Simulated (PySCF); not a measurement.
## Field gradients at the hydrogen positions

Species: C2H7F3N2Si2.
Geometry (GFN2-xTB, Å), atoms numbered from 1 in this order:
```xyz
16
C2H7F3N2Si2 angstrom
F      2.2110   -0.9738    0.5936
C      2.0750   -0.1268   -0.4361
F      3.1313   -0.3419   -1.2427
F      2.2273    1.1085    0.0614
C      0.7460   -0.3045   -1.1696
N     -0.3631   -0.0790   -0.3222
Si    -1.1411    1.4095    0.1750
N     -2.0155    0.3291    1.2210
Si    -1.1608   -1.1336    0.8260
H      0.7572    0.4030   -2.0071
H      0.7443   -1.3271   -1.5655
H     -1.9062    1.9800   -0.9303
H     -0.2968    2.3696    0.8736
H     -2.7500    0.5029    1.8801
H     -0.3283   -1.6526    1.9030
H     -1.9378   -2.1541    0.1284
```

Level: PBE0/pcSseg-1 (PySCF, non-relativistic); Q(2H) = 0.00286 b; rigid geometry, the same for H and D, with no vibrational averaging.

Task: Rank these positions by the coupling χzz of a deuteron there, largest first.
A. H14 (N–H hydrogen)
B. H15 (Si–H hydrogen)
C. H11 (methylene hydrogen)

Result: A (303 kHz), C (193 kHz), B (109 kHz).

Task: Tabulate Vzz, the asymmetry η and χzz = 234.96 MHz × Q × Vzz for every hydrogen position.

Result: 
```
atom  bonded to  bond length (Å)  Vzz (au)     η  χzz (kHz)
 H10         C5            1.096    0.2876  0.04        193
 H11         C5            1.097    0.2872  0.04        193
 H12        Si7            1.460    0.1613  0.03        108
 H13        Si7            1.457    0.1625  0.02        109
 H14         N8            1.002    0.4513  0.13        303
 H15        Si9            1.457    0.1627  0.02        109
 H16        Si9            1.460    0.1614  0.03        108
```

Task: Average by the element that carries the hydrogen.

Result: on C: 193 kHz over 2 positions, mean bond length 1.096 Å; on Si: 109 kHz over 4 positions, mean bond length 1.459 Å; on N: 303 kHz over 1 position, mean bond length 1.002 Å.

Task: Give the 2H NMR doublet splittings at H14 for a magnetic field along the z, y and x axes of the gradient: 3χ/2, 3χ(1 + η)/4, 3χ(1 − η)/4.

Result: With |χ| = 303.3 kHz and η = 0.129: 455, 257 and 198 kHz, to first order and without motion.

One conformer (not necessarily the lowest) at the GFN2-xTB geometry, without solvent, vibrations or thermal averaging. GFN2-xTB bond lengths can be off by several hundredths of an ångström, more for odd bonds, and the gradients follow them. The basis is small and wasn't made for field gradients, so the couplings can be 20 % off.
